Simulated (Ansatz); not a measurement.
`CC(C)OB(S)Cl` + H₂ → `CC(C)OBS` + HCl  (hydrogenolysis of a B–Cl bond)

Program: Ansatz. Geometries: PBE0-D4/def2-TZVP. ΔE: electronic, gas phase. CBS: MP2 limit from def2 TZ/QZ plus the TZ coupled-cluster correction, frozen cores. This one scheme is used for every species. DFT in def2-TZVPP. B3LYP here is the variant with VWN-RPA as its local correlation; programs differ in this. One conformer a species, not always the lowest.

`CC(C)OB(S)Cl`:

Cartesian coordinates in Å:
```
C 1.146 -0.127 1.193
C -0.196 0.172 0.562
C -0.730 1.537 0.926
O -0.057 0.137 -0.865
B -0.226 -0.939 -1.640
S 0.049 -0.718 -3.415
Cl -0.701 -2.521 -0.985
H 1.887 0.610 0.874
H 1.067 -0.091 2.282
H 1.496 -1.121 0.909
H -0.917 -0.598 0.855
H -0.029 2.315 0.618
H -1.687 1.721 0.435
H -0.876 1.608 2.006
H -0.228 -1.984 -3.755
```

H₂:

```xyz
2

H     0.101   -0.287   -0.216
H    -0.101    0.287    0.216
```

`CC(C)OBS`:

```xyz
15

C     0.826    1.211   -0.917
C    -0.184    0.162   -0.506
C    -0.116   -1.084   -1.360
O     0.080   -0.210    0.850
B    -0.812    0.011    1.831
S    -0.453   -0.464    3.533
H     0.657    1.518   -1.951
H     0.751    2.092   -0.278
H     1.840    0.812   -0.836
H    -1.194    0.587   -0.555
H    -0.314   -0.840   -2.406
H     0.876   -1.537   -1.292
H    -0.854   -1.819   -1.031
H    -1.875    0.526    1.624
H     0.772   -0.965    3.295
```

HCl:

```xyz
2

Cl   -0.453    0.328   -0.310
H     0.453   -0.328    0.310
```

CCSD(T)/CBS gives +0.64 eV.

Task: Another level gave +0.60 eV. Which?
A. PBE/def2-TZVPP
B. MP2/def2-TZVPP
C. HF/def2-TZVPP
D. B3LYP/def2-TZVPP

Result: A. PBE 0.60, B3LYP 0.51, MP2/def2-TZVPP 0.72, HF/def2-TZVPP 0.41 eV.

Largest T1 diagnostic among the species: 0.012.

The D4 term adds +0.13 eV with B3LYP and +0.07 eV with PBE0; it sums over pairs of atoms, weighted by their polarisabilities, and B3LYP, whose exchange is more repulsive, gets the larger term. In def2-TZVPP, CCSD(T) changes the Hartree–Fock value by +0.19 eV (the triples alone add +0.06 eV) and MP2 by +0.31 eV.
